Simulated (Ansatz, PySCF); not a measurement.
Process, species as SMILES: C=CCCl → [CH]=C + [CH2]Cl (the C-C bond at the site shown breaks; other sites are not compared here)
Each molecule is optimised on its own at B3LYP-D3(BJ)/def2-TZVP (Ansatz, an electronic-structure program), one conformer each, not searched for the lowest. Markedly spin-contaminated UHF reference, which strains HF, MP2 and, less, CCSD(T): [CH]=C.

Property: bond dissociation energy (0 K, with B3LYP-D3(BJ) harmonic zero-point energies from PySCF), in kcal/mol. Valence correlation only, unless marked. Open shells are spin-unrestricted. Spin-orbit coupling is left out. Non-relativistic. Basis-set limits of correlation are two-point, X^-3; Hartree-Fock from the larger set.

```
level                                        program  bond dissociation energy (kcal/mol)
------------------------------------  --------------  -----------------------------------
PBE-D3(BJ)/def2-TZVPD                 Ansatz + dftd3                                 94.5
revPBE-D4/def2-TZVPD                  Ansatz + dftd4                                    …
B3LYP/def2-TZVPD                              Ansatz                                 89.4
HSE06-D3(BJ)/def2-TZVPD               Ansatz + dftd3                                    …
LC-wPBE-D4/def2-TZVPD                 Ansatz + dftd4                                 93.7
LC-wPBE/def2-TZVPD                            Ansatz                                 91.6
B2PLYP-D3(BJ)/def2-TZVPD              Ansatz + dftd3                                    …
SCS-MP2/aug-cc-pV(D+d)Z                       Ansatz                                105.1
CCSD/cc-pwCVTZ                                Ansatz                                 93.2
CCSD/cc-pV(Q+d)Z                              Ansatz                                    …
CCSD(T)/CBS(cc-pV(T+d)Z,cc-pV(Q+d)Z)          Ansatz                                 97.6
```

Q: Fill in the missing entries.

A: 
- revPBE-D4/def2-TZVPD, bond dissociation energy (kcal/mol): 92.6
- HSE06-D3(BJ)/def2-TZVPD, bond dissociation energy (kcal/mol): 94.2
- B2PLYP-D3(BJ)/def2-TZVPD, bond dissociation energy (kcal/mol): 94.9
- CCSD/cc-pV(Q+d)Z, bond dissociation energy (kcal/mol): 94.0
